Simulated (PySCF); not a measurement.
Computed with B3LYP-D3(BJ)/def2-TZVP // BP86-D3(BJ)/def2-SVP (PySCF). All species are isolated molecules in the gas phase. One relaxed conformer stands for a flexible species; it need not be the lowest. B3LYP has the VWN-RPA correlation part, as in Gaussian. 

Reference species: [Hf(F)4] (neutral, multiplicity 1).

```yaml
coordination_number: 4
mean_distance_from_the_central_atom_to_its_bonded_neighbours: 1.915 Å
HOMO–LUMO gap: 10.50 eV
```

Changed species: [Hf(F)3(OH)] (1 of 4 F replaced by OH; the reference has 0 of 4 F replaced by OH).

What does the change do to the coordination number, mean distance from the central atom to its bonded neighbours and HOMO–LUMO gap?

the coordination number hardly moves; the mean distance from the central atom to its bonded neighbours rises by 0.007 Å, to 1.922 Å; the HOMO–LUMO gap drops by 1.58 eV, to 8.92 eV.
